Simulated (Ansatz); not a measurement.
`N[SiH](O)[SiH2]O`. Total charge 0; spin multiplicity 1.

Cartesian coordinates in Å:
```
N -0.760 0.132 1.870
Si -0.768 0.104 0.164
O -0.901 -1.386 -0.571
Si 1.314 0.714 -0.728
O 1.613 -0.310 -1.991
H 0.013 -0.200 2.421
H -1.593 0.264 2.419
H -1.953 0.926 -0.210
H -1.717 -1.879 -0.466
H 1.357 2.116 -1.222
H 2.371 0.590 0.320
H 1.024 -1.070 -2.006
```

(1) What are the harmonic wavenumbers in cm⁻¹ at PBE0-D4/def2-TZVP (Ansatz, finite differences of forces, unscaled)? (Best estimate.)

(2) Is this a minimum?

(3) Give the ideal-gas thermochemistry at 298.15 K and 1 bar (rigid rotor, harmonic oscillator; point group C1, symmetry number 1).

(4) And at 400, 500, 600, 800 and 1000 K?

Results:

(1) The calculation gave: 40, 102, 151, 201, 270, 289, 334, 343, 350, 435, 503, 690, 729, 770, 794, 814, 868, 888, 920, 933, 964, 981, 1581, 2179, 2196, 2219, 3617, 3716, 3869, 3903.

(2) Yes, all 30 modes are real.

(3) Zero-point energy 213.2 kJ/mol; H(298) − E = 239.0 kJ/mol; entropy 381.2 J/(mol·K), of which translation 167.4, rotation 115.0, vibration 98.8; G(298) − E = 125.4 kJ/mol. Modes under 100 cm⁻¹ are hindered rotations or soft bends, so the harmonic entropy is rough.

(4) 
```json
{"T (K)": "400", "H − E (kJ/mol)": "254.4", "S (J/mol/K)": "425.3", "G − E (kJ/mol)": "84.3"}
{"T (K)": "500", "H − E (kJ/mol)": "271.5", "S (J/mol/K)": "463.5", "G − E (kJ/mol)": "39.8"}
{"T (K)": "600", "H − E (kJ/mol)": "290.2", "S (J/mol/K)": "497.5", "G − E (kJ/mol)": "-8.3"}
{"T (K)": "800", "H − E (kJ/mol)": "330.8", "S (J/mol/K)": "555.7", "G − E (kJ/mol)": "-113.8"}
{"T (K)": "1000", "H − E (kJ/mol)": "374.6", "S (J/mol/K)": "604.5", "G − E (kJ/mol)": "-230.0"}
```
